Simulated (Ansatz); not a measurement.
Frontier orbitals of CH7BN2OSi (`NC1OB1N[SiH3]`).

Charge 0, multiplicity 1. The geometry is a stationary point of PBE0-D4/def2-TZVP. It is one conformer, not always the lowest. Basis def2-TZVPP, Ansatz.

Orbital energies of one run (eV). Highest occupied ones, from the top: -9.77, -10.67, -11.41, -12.15, -12.68, -13.48, -13.79, -15.22, -15.34, -16.53, -17.33, -18.18, -18.94, -21.07. Empty: 2.30, 2.98, 3.44, 3.56, 3.68, 3.85.

Which functional gave them?
A. PBE
B. B97M-V
C. LC-ωPBE
D. r2SCANh

C. HOMO energies: LC-ωPBE -9.77, r2SCANh -6.45, B97M-V -6.05, PBE -5.71 eV.

LC-ωPBE has ω = 0.4 bohr⁻¹.
